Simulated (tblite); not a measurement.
Run record: tight-binding relaxation, `C/N=[CH]\[GaH2-][S+](C)C`.

Computed with GFN2-xTB geometry optimisation, gas phase (tblite 0.8.0). Start geometry: from a force field or distance geometry. A driver script takes a list of jobs; this job's settings line and coordinates (Å) are shown.

Command:
```bash
OMP_NUM_THREADS=1 python probes_run.py task.json out
```

Input:
```
{"job": {"kind": "relax", "xc": "GFN2-xTB", "basis": "xTB"}, "charge": 0, "multiplicity": 1}
C      3.471500    -0.114600    -0.013800
N      2.804800    -0.026000    -1.299400
C      1.557400    -0.228300    -1.334400
Ga     0.444600    -0.623200     0.240000
S     -1.626900     0.017000    -0.171300
C     -2.893500    -0.968500     0.490700
C     -1.875500     1.762000    -0.120600
H      4.546100     0.133600    -0.106700
H      3.324700    -1.141000     0.398800
H      2.935200     0.613300     0.645100
H      1.078600    -0.158700    -2.319100
H      0.531100    -2.210600     0.556500
H      1.044500     0.119800     1.525700
H     -3.891900    -0.564000     0.182800
H     -2.938400    -1.001000     1.602800
H     -2.889800    -2.003000     0.062900
H     -2.915900     2.075900    -0.241800
H     -1.274400     2.200600    -0.954100
H     -1.442200     2.126000     0.848400
```

Output:
```
step      E/eV     max force
  0    -596.91985    3.377
  1    -597.32644    2.282
  2    -597.59969    0.999
  3    -597.70081    0.934
  4    -597.77480    0.708
  5    -597.82051    0.565
  6    -597.85295    0.519
  7    -597.88927    0.475
  8    -597.92403    0.464
  9    -597.95246    0.424
... (95 lines left out)
105    -598.42204    0.024
106    -598.42216    0.027
107    -598.42231    0.022
108    -598.42244    0.027
109    -598.42252    0.021
110    -598.42257    0.016
111    -598.42260    0.013
112    -598.42264    0.015
113    -598.42267    0.012
114    -598.42269    0.009
```

«max force» is the largest atomic force in eV/Å.

Question: From which step on does the largest force stay under 0.1 eV/Å, and how much energy is left to gain from there?

Answer: From step 80 (0.067 eV/Å), 3.5 meV above the end.

In short: energy lowered by 34.7 kcal/mol over 114 steps; largest atomic force 0.009 eV/Å at the end.

Question: Where do the atoms end?

Answer: 0.558 Å rms from the input after alignment:
```
atom  x, y, z in Å
C1     3.5229    0.0006    0.0121
N2     2.8113    0.2655   -1.1856
C3     1.5818   -0.0114   -1.2574
Ga4    0.3809   -0.8051    0.1960
S5    -1.8564   -0.1688   -0.7904
C6    -2.7928   -0.9139    0.5711
C7    -1.8267    1.5594   -0.2364
H8     4.3546   -0.6693   -0.2134
H9     2.8690   -0.4685    0.7865
H10    3.9370    0.9346    0.3964
H11    1.1425    0.2219   -2.2385
H12    0.1174   -2.3460    0.3357
H13    0.1141   -0.0656    1.5778
H14   -3.7490   -0.4062    0.6580
H15   -2.2214   -0.8402    1.4978
H16   -2.9473   -1.9581    0.3122
H17   -2.8441    1.9392   -0.2198
H18   -1.2353    2.1154   -0.9595
H19   -1.3682    1.6258    0.7501
```

Question: Estimate the wall time. Hardware: one thread, Arm Neoverse N1 (aarch64), shared host with 64 logical CPUs at a one-minute load of 60.

Answer: About 1.7 s.
Labels such as C1 count atoms from 1, the log's own numbers from 0.
